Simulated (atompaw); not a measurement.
## u(r) = r·R(r): atom against pseudo-atom (Ta (Z = 73))

Columns: radius, all-electron u(r) and pseudo u(r) of the 5d shell (level -3.59 eV) of tantalum in the configuration [Kr] 4d10 4f14 5s2 5p6 5d3 6s2 6p0; PBE, scalar-relativistic, PAW (atompaw) scheme, atompaw 4.2.0.5.

```tsv
r (bohr)	all-electron	pseudo
0.115	0.1973	0.0001
0.231	-0.0454	0.0012
0.346	-0.2775	0.0039
0.462	-0.2697	0.0094
0.577	-0.1192	0.0184
0.692	0.0720	0.0318
0.808	0.2535	0.0509
0.923	0.4024	0.0760
1.038	0.5164	0.1080
1.154	0.5987	0.1477
1.269	0.6528	0.1943
1.385	0.6852	0.2482
1.500	0.7003	0.3070
1.615	0.7026	0.3690
1.731	0.6954	0.4312
1.846	0.6816	0.4883
1.962	0.6630	0.5365
2.077	0.6414	0.5700
2.192	0.6178	0.5859
2.308	0.5930	0.5837
2.423	0.5678	0.5668
2.538	0.5426	0.5426
2.654	0.5173	0.5173
2.769	0.4927	0.4927
2.885	0.4685	0.4685
3.000	0.4451	0.4451
```

(1) How many radial nodes do the two functions have?

(2) At about which radius was the pseudo-wave matched?

(3) Is the pseudo-wave norm-conserving?

Answers

(1) The all-electron 5d function has n − l − 1 = 2; the pseudo-wave has 0, since the states of the same l below it are removed with the core.

(2) 2.55 bohr, where the columns begin to agree (steps of 0.12 bohr).

(3) No, it belongs to a PAW set: the norm inside the radius is not constrained, and the difference is carried by the augmentation charge.
